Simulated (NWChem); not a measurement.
System: CH₅Sb; SMILES [CH3][SbH2]

Parts of the log:

```
             Northwest Computational Chemistry Package (NWChem) 7.3.0
             --------------------------------------------------------

 CS  symmetry detected

                             Geometry "geometry" -> ""
                             -------------------------

 Output coordinates in angstroms (scale by  1.889725989 to convert to a.u.)

  No.       Tag          Charge          X              Y              Z
 ---- ---------------- ---------- -------------- -------------- --------------
    1 Sb                  51.0000     0.04269696    -0.32956272     0.00000000
    2 H                    1.0000    -1.15339886    -0.46233611    -1.22548834
    3 H                    1.0000    -1.15339886    -0.46233611     1.22548834
    4 C                    6.0000     0.01119882     1.84722825     0.00000000
    5 H                    1.0000    -1.01670374     2.23062934     0.00000000
    6 H                    1.0000     0.53938174     2.20918609     0.89304986
    7 H                    1.0000     0.53938174     2.20918609    -0.89304986

 Effective nuclear repulsion energy (a.u.)     148.2315117817

      Symmetry information
      --------------------

 Group name             Cs
 Group number              2
 Group order               2
 No. of unique centers     5

 Summary of "ao basis" -> "ao basis" (spherical)
 ------------------------------------------------------------------------------
       Tag                 Description            Shells   Functions and Types
 ---------------- ------------------------------  ------  ---------------------
 Sb                         def2-svp                10       26   4s4p2d
 H                          def2-svp                 3        5   2s1p
 C                          def2-svp                 6       14   3s2p1d

      Symmetry analysis of basis
      --------------------------

        a'         42
        a"         23

            General Information
            -------------------
          SCF calculation type: DFT
          Wavefunction type:  closed shell.
          No. of atoms     :     7
          No. of electrons :    34
           Alpha electrons :    17
            Beta electrons :    17
          Charge           :     0
          Spin multiplicity:     1
          Use of symmetry is: on ; symmetry adaption is: on
          Maximum number of iterations: 150
          AO basis - number of functions:    65
                     number of shells:    31
          Convergence on energy requested:  1.00D-06
          Convergence on density requested:  1.00D-05
          Convergence on gradient requested:  5.00D-04

              XC Information
              --------------
          PerdewBurkeErnzerhof Exchange Functional  1.000
            Perdew 1991 LDA Correlation Functional  1.000 local
           PerdewBurkeErnz. Correlation Functional  1.000 non-local

             Grid Information
             ----------------
          Grid used for XC integration:  medium
          Radial quadrature: Mura-Knowles
          Angular quadrature: Lebedev.
          Tag              B.-S. Rad. Rad. Pts. Rad. Cut. Ang. Pts.
          ---              ---------- --------- --------- ---------
          Sb                  1.45      123           9.0       590
          H                   0.35       45          10.0       434
          C                   0.70       49           9.0       434
          Grid pruning is: on
          Number of quadrature shells:   307
          Spatial weights used:  Erf1

      Superposition of Atomic Density Guess
      -------------------------------------

 Sum of atomic energies:        -317.73351993

      Non-variational initial energy
      ------------------------------

 Total energy =    -280.028781
 1-e energy   =    -619.116825
 2-e energy   =     265.122330
 HOMO         =      -0.268996
 LUMO         =       0.026782

      Symmetry analysis of molecular orbitals - initial
      -------------------------------------------------

  Numbering of irreducible representations:

     1 a'          2 a"

  Orbital symmetries:

     1 a'          2 a'          3 a'          4 a"          5 a'
     6 a'          7 a"          8 a'          9 a"         10 a'
    11 a'         12 a'         13 a"         14 a'         15 a"
    16 a'         17 a'         18 a'         19 a"         20 a'
    21 a'         22 a"         23 a'         24 a"         25 a'
    26 a'         27 a'

     ---------------------------------------------
      Total Density - Mulliken Population Analysis
     ---------------------------------------------

    Atom       Charge   Shell Charges
 -----------   ------   -------------------------------------------------------
    1 Sb  23    22.71   2.11 -0.08  1.15  0.60  2.95  3.06  1.56  1.26  9.80  0.29
    2 H    1     1.05   0.64  0.40  0.01
    3 H    1     1.05   0.64  0.40  0.01
    4 C    6     6.56   1.99  0.95  0.31  2.04  1.25  0.01
    5 H    1     0.88   0.66  0.18  0.03
    6 H    1     0.88   0.66  0.19  0.03
    7 H    1     0.88   0.66  0.19  0.03

   convergence    iter        energy       DeltaE   RMS-Dens  Diis-err
 ---------------- ----- ----------------- --------- --------- ---------
 d= 0,ls=0.0,diis     1   -281.2151744131 -3.55D+02  1.14D-02  1.36D-01
 d= 0,ls=0.0,diis     2   -281.2284570718 -1.33D-02  5.45D-03  3.10D-02
 d= 0,ls=0.0,diis     3   -281.2281048371  3.52D-04  2.47D-03  3.91D-02
 d= 0,ls=0.0,diis     4   -281.2340580083 -5.95D-03  5.78D-04  8.49D-04
 d= 0,ls=0.0,diis     5   -281.2341873632 -1.29D-04  9.17D-05  3.26D-05
  Resetting Diis
 d= 0,ls=0.0,diis     6   -281.2341906384 -3.28D-06  2.68D-05  1.38D-06
 d= 0,ls=0.0,diis     7   -281.2341909429 -3.05D-07  1.04D-05  6.15D-08
 d= 0,ls=0.0,diis     8   -281.2341909338  9.13D-09  6.07D-06  1.04D-07

         Total DFT energy =     -281.234190933823
      One electron energy =     -621.299786955265
           Coulomb energy =      292.637775245962
    Exchange-Corr. energy =      -26.537892964463
 Nuclear repulsion energy =       73.965713739942

 Numeric. integr. density =       33.999998791601

                  Occupations of the irreducible representations
                  ----------------------------------------------

                     irrep           alpha         beta
                     --------     --------     --------
                     a'               12.0         12.0
                     a"                5.0          5.0

                       DFT Final Molecular Orbital Analysis
                       ------------------------------------

 Vector   15  Occ=2.000000D+00  E=-2.888766D-01  Symmetry=a"
              MO Center= -6.4D-01, -2.2D-01,  4.7D-15, r^2= 2.9D+00
   Bfn.  Coefficient  Atom+Function         Bfn.  Coefficient  Atom+Function
  ----- ------------  ---------------      ----- ------------  ---------------
    13      0.371708  1 Sb pz                27     -0.301791  2 H  s
    32      0.301791  3 H  s                 28     -0.190209  2 H  s
    33      0.190209  3 H  s                 16      0.180221  1 Sb pz
    10     -0.142479  1 Sb pz                42     -0.134031  4 C  pz
     7     -0.114980  1 Sb pz                56     -0.109784  6 H  s

 Vector   16  Occ=2.000000D+00  E=-2.790515D-01  Symmetry=a'
              MO Center= -1.9D-01,  6.5D-01,  3.9D-15, r^2= 3.0D+00
   Bfn.  Coefficient  Atom+Function         Bfn.  Coefficient  Atom+Function
  ----- ------------  ---------------      ----- ------------  ---------------
    41      0.363450  4 C  py                12     -0.311304  1 Sb py
    11     -0.216374  1 Sb px                44      0.206071  4 C  py
    27      0.173864  2 H  s                 32      0.173864  3 H  s
    15     -0.153780  1 Sb py                56      0.119995  6 H  s
    61      0.119995  7 H  s                  9      0.119131  1 Sb py

 Vector   17  Occ=2.000000D+00  E=-2.186879D-01  Symmetry=a'
              MO Center=  1.5D-01, -2.7D-01,  5.1D-14, r^2= 3.0D+00
   Bfn.  Coefficient  Atom+Function         Bfn.  Coefficient  Atom+Function
  ----- ------------  ---------------      ----- ------------  ---------------
     3      0.365786  1 Sb s                 11      0.358330  1 Sb px
     4      0.323488  1 Sb s                 14      0.261046  1 Sb px
    12     -0.255381  1 Sb py                41      0.204816  4 C  py
    15     -0.185010  1 Sb py                 1     -0.162148  1 Sb s
    27     -0.159803  2 H  s                 32     -0.159803  3 H  s

 Vector   18  Occ=0.000000D+00  E=-2.568765D-02  Symmetry=a'
              MO Center=  2.7D-02, -6.1D-03, -1.1D-12, r^2= 4.6D+00
   Bfn.  Coefficient  Atom+Function         Bfn.  Coefficient  Atom+Function
  ----- ------------  ---------------      ----- ------------  ---------------
    39      1.113130  4 C  s                 15     -0.825607  1 Sb py
    14     -0.505749  1 Sb px                28     -0.395935  2 H  s
    33     -0.395935  3 H  s                 52     -0.349826  5 H  s
    12     -0.302801  1 Sb py                44     -0.300628  4 C  py
    57     -0.251831  6 H  s                 62     -0.251831  7 H  s

 Vector   19  Occ=0.000000D+00  E=-1.629360D-02  Symmetry=a"
              MO Center= -5.3D-02, -3.6D-01, -8.5D-13, r^2= 3.9D+00
   Bfn.  Coefficient  Atom+Function         Bfn.  Coefficient  Atom+Function
  ----- ------------  ---------------      ----- ------------  ---------------
    16      1.032850  1 Sb pz                28      0.747991  2 H  s
    33     -0.747991  3 H  s                 13      0.404971  1 Sb pz
    27      0.221460  2 H  s                 32     -0.221460  3 H  s
    10     -0.146104  1 Sb pz                20      0.140496  1 Sb d  1
     7     -0.116125  1 Sb pz                45     -0.113846  4 C  pz

[...]
```

Level: PBE/def2-SVP with def2 effective core potentials on Sb. Geometry: optimised at PBE0/def2-SVP. def2 effective core potentials on Sb; no spin-orbit coupling.

Q: Which NWChem input produces such a log?

A: This is not unique; one that fits is the input that was run:
```
start job
memory heap 200 mb stack 900 mb global 1100 mb
geometry units angstroms noautoz
  Sb     0.025283     0.327865    -0.000198
  H     -1.179869     0.450094    -1.217885
  H     -1.163953     0.450095     1.233040
  C      0.012966    -1.849119    -0.000107
  H     -1.011498    -2.241562     0.006382
  H      0.549957    -2.206400     0.889567
  H      0.538657    -2.206418    -0.896497
end
basis spherical
  * library def2-svp
end
ecp
  Sb library def2-ecp
end
dft
  xc xpbe96 cpbe96
  iterations 150
  mulliken
end
task dft energy
```
